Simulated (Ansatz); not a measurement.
Zn3. Total charge 0; singlet. Geometry relaxed at PBE0/def2-TZVP.

```xyz
3

Zn   -0.8142   -1.4283   -0.4499
Zn   -0.7951    1.1713    0.9489
Zn    1.6093    0.2569   -0.4990
```

The structure comes from a short search, and lower isomers may exist.

Task: Estimate the harmonic wavenumbers at RKS PBE0/def2-TZVP (Ansatz, unscaled). Is this a minimum?

Result: 75, 75, 80 cm⁻¹. Yes, no mode is imaginary beyond noise. Zero-point energy 1.4 kJ/mol. Run time 9.5 s (4 threads of AMD EPYC 9B45 on a shared host).
